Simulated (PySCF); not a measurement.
Isomers of C4H8F2OSi.

All values: PBE0/pcSseg-1 (PySCF) at GFN2-xTB geometries, gas phase, one conformer each.

Question: Rank by HOMO–LUMO gap, highest first.
A. `[CH3:1]/[C:2](=[CH:3]/[F:4])[O:5][SiH2:6][CH2:7][F:8]` with C1–C2–O5–Si6 -179°, C2–O5–Si6–C7 -68°, O5–Si6–C7–F8 -158°
B. `[CH3:1][O:2][SiH2:3][C:4]([CH3:5])=[C:6]([F:7])[F:8]` with C1–O2–Si3–C4 180°, O2–Si3–C4–C5 0°
C. `[CH3:1][O:2][Si@@H:3]([F:4])[CH2:5]/[CH:6]=[CH:7]/[F:8]` with C1–O2–Si3–F4 57°, O2–Si3–C5–C6 -175°, Si3–C5–C6–C7 -111°

Answer: B (7.68 eV), C (7.39 eV), A (7.14 eV).

Question: Rank by LUMO energy, highest first.
A. `[CH3:1][O:2][SiH2:3][C:4]([CH3:5])=[C:6]([F:7])[F:8]` with C1–O2–Si3–C4 180°, O2–Si3–C4–C5 0°
B. `[CH3:1]/[C:2](=[CH:3]/[F:4])[O:5][SiH2:6][CH2:7][F:8]` with C1–C2–O5–Si6 -179°, C2–O5–Si6–C7 -68°, O5–Si6–C7–F8 -158°
C. `[OH:1][SiH2:2]/[C:3](=[CH:4]\[F:5])[CH2:6][CH2:7][F:8]` with H–O1–Si2–C3 52°, O1–Si2–C3–C4 111°, Si2–C3–C6–C7 79°, C3–C6–C7–F8 -73°

Answer: A (0.40 eV), B (0.28 eV), C (-0.44 eV).

Question: Rank by HOMO energy, lowest first.
A. `[OH:1][SiH2:2]/[C:3](=[CH:4]\[F:5])[CH2:6][CH2:7][F:8]` with H–O1–Si2–C3 52°, O1–Si2–C3–C4 111°, Si2–C3–C6–C7 79°, C3–C6–C7–F8 -73°
B. `[CH3:1][O:2][Si@@H:3]([F:4])[CH2:5]/[CH:6]=[CH:7]/[F:8]` with C1–O2–Si3–F4 57°, O2–Si3–C5–C6 -175°, Si3–C5–C6–C7 -111°
C. `[CH3:1][O:2][SiH2:3][C:4]([CH3:5])=[C:6]([F:7])[F:8]` with C1–O2–Si3–C4 180°, O2–Si3–C4–C5 0°
D. `[CH3:1]/[C:2](=[CH:3]/[F:4])[O:5][SiH2:6][CH2:7][F:8]` with C1–C2–O5–Si6 -179°, C2–O5–Si6–C7 -68°, O5–Si6–C7–F8 -158°

Answer: A (-7.60 eV), C (-7.29 eV), B (-7.11 eV), D (-6.86 eV).

All values together:

```tsv
SMILES	μ (D)	HOMO (eV)	LUMO (eV)	lowest IAO charge (e)	highest IAO charge (e)	lowest Hirshfeld charge (e)	highest Hirshfeld charge (e)
CO[Si@@H](F)C/C=C/F	3.06	-7.11	0.28	-0.640 (O)	+1.403 (Si)	-0.226 (O)	+0.485 (Si)
CO[SiH2]C(C)=C(F)F	2.44	-7.29	0.40	-0.640 (O)	+1.023 (Si)	-0.216 (O)	+0.384 (Si)
O[SiH2]/C(=C\F)CCF	3.86	-7.60	-0.44	-0.793 (O)	+1.013 (Si)	-0.313 (O)	+0.382 (Si)
C/C(=C/F)O[SiH2]CF	3.19	-6.86	0.28	-0.582 (O)	+1.003 (Si)	-0.190 (O)	+0.397 (Si)
```

Conformers: `[CH3:1][O:2][Si@@H:3]([F:4])[CH2:5]/[CH:6]=[CH:7]/[F:8]` with C1–O2–Si3–F4 57°, O2–Si3–C5–C6 -175°, Si3–C5–C6–C7 -111°; `[CH3:1][O:2][SiH2:3][C:4]([CH3:5])=[C:6]([F:7])[F:8]` with C1–O2–Si3–C4 180°, O2–Si3–C4–C5 0°; `[OH:1][SiH2:2]/[C:3](=[CH:4]\[F:5])[CH2:6][CH2:7][F:8]` with H–O1–Si2–C3 52°, O1–Si2–C3–C4 111°, Si2–C3–C6–C7 79°, C3–C6–C7–F8 -73°; `[CH3:1]/[C:2](=[CH:3]/[F:4])[O:5][SiH2:6][CH2:7][F:8]` with C1–C2–O5–Si6 -179°, C2–O5–Si6–C7 -68°, O5–Si6–C7–F8 -158°.
